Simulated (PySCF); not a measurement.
# Working out the excitation energy of N

N [He] 2s2 2p3 (4S) → N [He] 2s1 2p4 (4P). All numbers are calculated (PySCF 2.14, the spin-free X2C one-electron Hamiltonian (Gaussian nucleus), in x2c-TZVPPall with one added diffuse shell each of s, p, d type (6s4p3d1f, 40 functions)). Frozen: 1s2. Energies in hartree (1 hartree = 27.21139 eV):

| part | N (lower) | N (upper) |
| --- | --- | --- |
| UHF | -54.432063 | -54.031312 |
| CCSD correlation | -0.111574 | -0.112613 |
| (T) | -0.002390 | -0.004745 |

Task: What does Hartree-Fock give?

Result: (-54.031312) − (-54.432063) = 0.400751 hartree = 10.905 eV.

Task: What do CCSD and CCSD(T) give?

Result: The CCSD correlation energies differ by -0.001039 hartree = -0.028 eV and the triples by -0.002355 hartree = -0.064 eV, so CCSD gives 10.877 eV and CCSD(T) 10.813 eV.

Measured between the centres of the two terms (NIST): 10.927 eV, so CCSD(T) (valence) is off by -0.114 eV.

The coupled-cluster amplitudes are large, so a single reference is strained.

What remains against the reference includes basis incompleteness, the frozen core and higher excitations.
